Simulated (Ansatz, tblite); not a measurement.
Cost and result up the ladder for Li2Al3⁻ (the lowest singlet isomer of a short search) (5 atoms). The state is a singlet with charge -1. Geometry: PBE-D4/def2-TZVPD.

```
atom    x (Å)    y (Å)    z (Å)
 Li1  -1.7552   0.4307  -0.0031
 Li2   0.6883  -1.0773   1.3364
 Al3  -0.4803  -1.6328  -1.2190
 Al4   0.3385   2.0336   0.7443
 Al5   1.2087   0.2459  -0.8585
```

Ansatz on 4 threads of Arm Neoverse N1 on a shared host; xTB runs through tblite on one thread. Times are rough, summed over both states, and most runs start from the orbitals of an earlier one. PBE0-D4/def2-TZVPD serves as the yardstick here, not as an exact answer. The other state is a doublet.

The xTB rows come from tblite. At PBE0-D4/def2-TZVPD a triplet of charge -1 lies 0.23 eV below the restricted singlet, each at its own geometry. The structure comes from a short search, and lower isomers may exist.

Run but left out: r2SCAN-D4/def2-TZVPD (singlet: restricted singlet, unstable towards broken spin symmetry).

Raw xTB energies of ions are shifted by several eV.

```
                          level  functions  wall time  vertical IE (eV)  difference from PBE0-D4/def2-TZVPD (eV)                       remarks
                       GFN1-xTB         35    0.017 s              5.47                                     4.17                             –
                       GFN2-xTB         35    0.028 s              4.10                                     2.80                             –
PBE-D4/def2-TZVPD (with forces)        163       10 s              1.31                                     0.02  HOMO above zero (-1 singlet)
             PBE0-D4/def2-TZVPD        163       22 s              1.30                                     0.00                             –
```
